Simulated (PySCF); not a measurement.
## Working out the ionisation energy of Sc

Sc [Ar] 3d1 4s2 (2D) → Sc⁺ [Ar] 3d1 4s1 (3D). All numbers are calculated (PySCF 2.14, scalar relativity by spin-free X2C-1e, in x2c-SVPall (5s3p3d1f, 36 functions)). Frozen: [Ar]. Energies in hartree (1 hartree = 27.21139 eV):

```tsv
part	Sc (lower)	Sc⁺ (upper)
UHF	-763.162199	-762.963536
MP2 opposite-spin	-0.021930	0.000000
MP2 same-spin	-0.001792	-0.001662
```

Problem. What does Hartree-Fock give?

Solution. (-762.963536) − (-763.162199) = 0.198663 hartree = 5.406 eV.

Problem. What do MP2 and SCS-MP2 (6/5 opposite-spin, 1/3 same-spin) give?

Solution. The opposite-spin parts differ by 0.597 eV and the same-spin parts by 0.004 eV. MP2: 5.406 + (0.597) + (0.004) = 6.007 eV. SCS-MP2: 5.406 + 1.2 × (0.597) + (0.004)/3 = 6.124 eV.

Measured between the centres of the two terms (NIST): 6.562 eV, so MP2 (valence) is off by -0.555 eV.

A double-zeta basis recovers only part of the correlation energy.

What remains against the reference includes basis incompleteness, the frozen core and correlation beyond second order.
